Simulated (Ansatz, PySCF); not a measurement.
Pair of molecules: H2O (SMILES O) (first 3 atoms) with CH3F (SMILES CF); geometry from B3LYP-D3(BJ)/def2-TZVP, rigid monomers moved along the line of their centres of mass till H2···F5 is 2.30 Å.
(charge 0, multiplicity 1):
```xyz
8

O      0.00035     0.48345    -0.13921
H      0.20934    -0.13536     0.57280
H     -0.43860    -0.04081    -0.81579
C     -0.21824     0.54628     3.43372
F      0.23999    -0.62828     2.81875
H     -0.52400     1.24061     2.65283
H     -1.06011     0.28655     4.07454
H      0.59835     0.96124     4.02325
```

Interaction energies are E(AB) − E(A) − E(B) at the monomers' geometry in the complex; basis-set methods are counterpoise corrected.

Frozen-core correlation. CBS: X⁻³ extrapolation of the correlation energy, Hartree–Fock from the larger set.

Programs: Ansatz (a program for electronic structure) with Gaussian orbitals; PySCF for the dispersion terms. Each number belongs to the level named beside it.

PBE/def2-TZVPPD gives -127.3 meV for the interaction energy.

How do the other levels lie against it? Give each less PBE: PBE-D3(BJ)/def2-TZVPPD, r2SCAN/def2-TZVPPD, PBE0/def2-TZVPPD, wB97M-V/def2-TZVPPD, MP2/CBS(aug-cc-pVDZ, aug-cc-pVTZ), MP2/CBS(aug-cc-pVDZ, aug-cc-pVTZ) + ΔCCSD(T)/aug-cc-pVDZ.

PBE-D3(BJ)/def2-TZVPPD -20.9; r2SCAN/def2-TZVPPD -15.3; PBE0/def2-TZVPPD -1.3; wB97M-V/def2-TZVPPD -17.7; MP2/CBS(aug-cc-pVDZ, aug-cc-pVTZ) -19.9; MP2/CBS(aug-cc-pVDZ, aug-cc-pVTZ) + ΔCCSD(T)/aug-cc-pVDZ -21.2 meV. 0 of 6 lie above PBE; the widest gap is to MP2/CBS(aug-cc-pVDZ, aug-cc-pVTZ) + ΔCCSD(T)/aug-cc-pVDZ.
